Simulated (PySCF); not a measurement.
## InO⁺ from Hartree–Fock to correlated methods

State: ³Σ⁻ (triplet), unpaired electrons π ↑↑. Set-up: PySCF, spin-free X2C with a Gaussian nucleus, basis sets In x2c-SVPall, O x2c-SVPall. De refers to In⁺ + O in their high-spin ground configurations, without counterpoise correction. The functionals are run spin-unrestricted. A positive dipole points towards O; it is taken about the centre of mass and depends on that origin.

```
      Level  Re (Å)  ωe (cm⁻¹)  De (eV)  μ (D)  CPU s a point (SCF and correlation, without the integrals)
        UHF   3.228       87.1    0.161  -1.16                                                        0.17
    UHF-MP2   3.064        106    0.225    n/a                                                         0.3
UHF-SCS-MP2   3.086        104    0.220    n/a                                                         n/a
   UHF-CCSD   3.071        107    0.230    n/a                                                         n/a
UHF-CCSD(T)   3.046        110    0.241    n/a                                                         3.8
        PBE   2.859        148    0.415  -0.11                                                         0.9
       PW91   2.844        150    0.432  -0.09                                                        0.67
       BLYP   2.909        137    0.382  -0.18                                                        0.65
     r²SCAN   2.837        150    0.367  -0.14                                                         1.2
      TPSSh   2.878        138    0.328  -0.31                                                         1.2
       PBE0   2.892        136    0.326  -0.40                                                         1.5
```

Task: Which functional lies closest to UHF-CCSD(T) in De, which farthest, and by how much do they differ from it?

Result: Closest is PBE0 (-15.4 pm in Re, +23.6 % in ωe, +0.09 eV in De against UHF-CCSD(T) in the same basis), farthest PW91 (-20.2 pm in Re, +36.4 % in ωe, +0.19 eV in De). CCSD(T) converges more slowly with the basis than the functionals do and binds too weakly in this one, so the order can change at the basis-set limit.

Task: What does a quarter of exact exchange do here, going from PBE to PBE0?

Result: PBE0 less PBE: +3.3 pm in Re, -8.1 % in ωe, -0.09 eV in De. Exact exchange removes part of the self-interaction that spreads semilocal densities, and in most molecules shortens and stiffens the bond and lowers De; here Re and ωe go the other way.

Task: What does the step from GGA to meta-GGA do here, going from PBE to r²SCAN?

Result: r²SCAN less PBE: -2.2 pm in Re, +1.4 % in ωe, -0.05 eV in De. 

Correlated steps freeze 19 core orbitals. The bond is weak. Basis-set superposition, not corrected here, can be much of De in a small basis, most of all at correlated wavefunction levels. Spin–orbit coupling is left out, which matters for elements this heavy, above all for dissociation energies. For an ion De counts to the pair picked by the measured ionisation energies or electron affinities, which need not be the lowest pair at this level. The state is the lowest determinant that a PBE0 search found; another state may lie lower at other levels.

The whole job (state search and all levels along the bond) took about 2.8 min on 1 thread of Arm Neoverse N1 (shared host), peak memory 0.59 GiB.
